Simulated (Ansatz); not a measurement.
Consider the redistribution: `[NH2][Nb]([OH])(=[S])[Cl]` + `C[SiH2]C(F)F` → `[NH2][Nb]([F])(=[S])[Cl]` + `C[SiH2]C(O)F`.

Computed with Ansatz on PBE0-D4/def2-TZVP structures; ΔE is electronic, products minus reactants. CBS: MP2 limit from def2 TZ/QZ plus the TZ coupled-cluster correction, frozen cores. Elements past krypton have def2 core potentials. For Nb outer-core shells are correlated without core-valence functions, which leaves a few kJ/mol of doubt a bond. One conformer a species, not always the lowest.

`[NH2][Nb]([OH])(=[S])[Cl]`:

Z-matrix (Å, degrees):
```
Nb
O 1 1.879
S 1 2.136 2 111.9
N 1 1.944 2 109.2 3 117.0
Cl 1 2.302 2 109.1 3 -122.9
H 2 0.959 1 131.5 3 3.0
H 4 1.012 1 122.5 2 47.9
H 4 1.009 1 126.4 2 -128.9
```

`C[SiH2]C(F)F`:

```xyz
11

C     0.214    1.263    0.966
Si    0.155   -0.547    0.523
C    -0.257   -0.722   -1.345
F    -1.446   -0.099   -1.620
F    -0.398   -2.036   -1.689
H     0.425    1.393    2.030
H    -0.743    1.740    0.747
H     0.993    1.782    0.403
H     1.469   -1.210    0.737
H    -0.902   -1.273    1.270
H     0.491   -0.290   -2.022
```

`[NH2][Nb]([F])(=[S])[Cl]`:

Cartesian coordinates in Å:
```
N 0.307 -1.043 0.553
Nb -0.102 0.610 -0.363
F 1.462 1.372 -1.027
S -1.422 0.047 -1.937
Cl -1.130 2.050 1.090
H -0.057 -1.961 0.343
H 0.942 -1.075 1.342
```

`C[SiH2]C(O)F`:

Cartesian coordinates in Å:
```
C 1.359 -0.890 0.644
Si 0.138 -0.599 -0.733
C -0.921 0.942 -0.327
O -1.528 0.757 0.897
F -0.076 2.059 -0.269
H 0.832 -1.047 1.587
H 1.979 -1.766 0.441
H 2.013 -0.023 0.757
H -0.793 -1.747 -0.907
H 0.813 -0.332 -2.031
H -1.652 1.184 -1.111
H -2.165 1.462 1.052
```

```
                    species  CCSD(T)/CBS(def2) energy (Eh)
`[NH2][Nb]([OH])(=[S])[Cl]`                    -1046.35711
             `C[SiH2]C(F)F`                     -568.37169
 `[NH2][Nb]([F])(=[S])[Cl]`                    -1070.38350
             `C[SiH2]C(O)F`                     -544.35930
```

(1) Work out ΔE.

Largest T1 diagnostic among the species: 0.023, so the coupled-cluster value is less sure than usual.

Results:

(1) ΔE = (-1070.38350) + (-544.35930) − (-1046.35711) − (-568.37169) = -0.01400 Eh = -8.8 kcal/mol.

In def2-TZVPP, CCSD(T) changes the Hartree–Fock value by −1.0 kcal/mol (the triples alone add −0.1 kcal/mol) and MP2 by −1.2 kcal/mol.
